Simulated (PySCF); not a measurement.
# Ionisation energy of In⁺ by level of theory

In⁺ [Kr] 4d10 5s2 (1S) → In²⁺ [Kr] 4d10 5s1 (2S), as a difference of total energies. Calculation: PySCF 2.14, in x2c-TZVPPall with one added diffuse shell each of s, p, d, f type (9s7p5d3f, 76 functions); the spin-free X2C one-electron Hamiltonian (Gaussian nucleus). Correlated levels: valence: [Kr] 4d10 frozen. The calculations carry no spin-orbit coupling.

```tsv
method	ionisation energy (eV)
UHF	17.035
MP2 (valence)	17.660
SCS-MP2 (valence)	17.785
CCSD (valence)	17.917
```

Task: How much does correlation contribute at MP2 (valence)?

Result: 17.660 − (17.035) = 0.625 eV, measured against UHF.

Errors of the correlated levels include the incompleteness of this basis and the frozen core.

With two correlated electrons CCSD is exact in that space.

For comparison: 18.870 eV (measured; NIST Atomic Spectra Database, ionization energies).
